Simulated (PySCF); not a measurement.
Löwdin shares of the frontier orbitals

Species: C4H5ClO2Si.
Cartesian coordinates in Å at the GFN2-xTB level; atoms count from 1:
```xyz
13
C4H5ClO2Si angstrom
O     -0.3921    2.3052   -1.6574
C     -0.7039    1.3566   -1.0756
C     -0.9773    0.2964   -0.3820
C     -2.2178   -0.3975   -0.2129
O     -2.2757   -1.3929    0.4778
Si     0.2851   -0.7137    0.6351
C      1.9689    0.1750    0.4341
Cl     2.3742    0.2182   -1.3050
H     -3.1038    0.0021   -0.7268
H     -0.1020   -0.6560    2.0425
H      0.3907   -2.0388    0.0391
H      1.9754    1.2046    0.7832
H      2.7739   -0.3587    0.9302
```

Theory: PySCF 2.14.0, density-fitted response routines, TDDFT B3LYP/def2-SVPD, vertical, gas phase, core orbitals frozen in the response.

Frontier orbitals with the atoms that hold most of them (Löwdin shares over 4%, at most four atoms; ? is withheld):

```
orbital  ε (eV)                             atoms
 LUMO+2   -0.25  Cl8 35%, C7 20%, Si6 15%, H12 7%
 LUMO+1   -1.74    C4 30%, O5 27%, C2 17%, O1 12%
   LUMO   -2.11                                 ?
   HOMO   -7.74    C3 28%, O5 18%, O1 13%, C2 13%
 HOMO-1   -7.87                                 ?
 HOMO-2   -8.18   Cl8 43%, C7 14%, O5 13%, Si6 8%
 HOMO-3   -8.54                   Cl8 77%, C7 13%
```

Task: Give the leading atoms of the HOMO-1.

Result: O5 (bonded to C) 47%; C3 (bonded to 2 C and Si) 10%; C4 (bonded to C, O and H) 10%; Cl8 (bonded to C) 7%. By element: oxygen 47% or more, carbon 21% or more, chlorine 7%.

Task: Which atoms hold the LUMO, and with what shares?

Result: C2 (bonded to C and O) 35%; O1 (bonded to C) 28%; C3 (bonded to 2 C and Si) 13%; Si6 (bonded to 2 C and 2 H) 9%. By element: carbon 48% or more, oxygen 28% or more, silicon 9%.

Task: The HOMO–LUMO gap is 5.63 eV. Where does the response calculation put the lowest singlet, and from which orbitals?

Result: S1 is at 4.14 eV (f = 0.0013), 1.49 eV below the gap, made of HOMO→LUMO (84%), HOMO-1→LUMO (13%). Without the coupling terms of the response equations the lowest excitation would equal the gap.

Task: Give energy, strength and leading configuration of S1, S2, S3 and S4, and follow the Löwdin shares of the leading atoms from the occupied to the empty orbital.

Result: 
- S1 (4.14 eV, f 0.0013), HOMO→LUMO (84%): C3 28% → 13%, O5 18% → at most 10%, C2 13% → 35%, O1 13% → 28%
- S2 (4.50 eV, f 0.0006), HOMO-1→LUMO+1 (72%): O5 47% → 27%, C3 10% → at most 13%, C4 10% → 30%
- S3 (4.78 eV, f 0.0005), HOMO-1→LUMO (80%): O5 47% → at most 10%, C3 10% → 13%, C2 at most 8% → 35%, O1 at most 8% → 28%
- S4 (5.13 eV, f 0.011), HOMO-2→LUMO (85%): Cl8 43% → at most 10%, C7 14% → at most 10%, C2 at most 9% → 35%, O1 at most 9% → 28%

One conformer stands for the species.
